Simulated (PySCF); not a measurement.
C₄H₆OSi. Atoms are numbered in the order given.

```xyz
12

O      0.1438    -2.2319     0.0000
C     -0.0326    -1.0358     0.0000
C     -1.4295    -0.3925     0.0000
C     -1.3013     1.1044     0.0000
C     -0.0840     1.6938     0.0000
Si     1.2758     0.4190     0.0000
H     -1.9929    -0.7639    -0.8778
H     -1.9929    -0.7639     0.8778
H     -2.2259     1.6986     0.0000
H     -0.0058     2.7859     0.0000
H      2.1456     0.4064    -1.2142
H      2.1456     0.4064     1.2142
```

The structure is a stationary point at r2SCAN-D4/def2-SVP. The structure was generated by enumeration, and PubChem lists no compound with its InChIKey, so it may never have been made. The values are those of a single conformer.

Method: B3LYP/pcSseg-1 run with PySCF.

GIAO shieldings, no solvent; atoms alike by connectivity are averaged. δ = σ(ref) − σ: ¹⁷O against H2O (σ = 333.8 ppm); ¹³C against TMS (σ = 181.3 ppm); ²⁹Si against TMS (σ = 338.7 ppm); ¹H against TMS (σ = 31.68 ppm), references at their B3LYP-D3(BJ)/def2-TZVP geometries, non-relativistic.

```csv
atoms,nucleus,count,δ (ppm)
O1,¹⁷O,1,…
C2,¹³C,1,…
C4,¹³C,1,165.8
C5,¹³C,1,…
C3,¹³C,1,56.0
Si6,²⁹Si,1,…
H9,¹H,1,7.62
H10,¹H,1,6.84
"H11, H12",¹H,2,…
"H7, H8",¹H,2,3.10
```

Problem. Fill in the missing entries. (Estimate from the structure and the level; the computed values follow.)

Solution. 
- C2, δ (ppm): 253.8
- C5, δ (ppm): 138.1
- O1, δ (ppm): 868.8
- Si6, δ (ppm): -77.8
- H11, H12, δ (ppm): 4.52
